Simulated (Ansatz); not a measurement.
Reaction (ligand exchange at the Si–C bond): `C[SiH2]C=O` + `N[SiH](O)O` → `C[SiH2]N[SiH](O)O` + `C=O`

Calculated with Ansatz (gas phase, PBE0-D4/def2-TZVP geometries, no zero-point term in ΔE). CCSD(T)/CBS is the MP2 limit (def2-TZVPP, def2-QZVPP) plus CCSD(T) − MP2 in def2-TZVPP, frozen cores. This one scheme is used for every species. Functionals use def2-TZVPP. One conformer a species, not always the lowest.

| level | ΔE (kJ/mol) |
| --- | --- |
| ωB97X-V | -71.7 |
| CCSD/CBS(def2) | -76.0 |

Task: What does CCSD(T)/CBS give? (Best estimate.)

Result: Ansatz gave: -74.6 kJ/mol. The listed levels differ from it by 2.9, -1.4 kJ/mol.

Largest T1 diagnostic among the species: 0.015.

From PBE to PBE0 (25 % exact exchange), in def2-TZVPP and without D4, ΔE moves by −8.1 kJ/mol. The D4 term adds −5.5 kJ/mol with B3LYP and −3.4 kJ/mol with PBE0; it sums over pairs of atoms, weighted by their polarisabilities, and B3LYP, whose exchange is more repulsive, gets the larger term.

B3LYP here is the variant with VWN-RPA as its local correlation; programs differ in this.
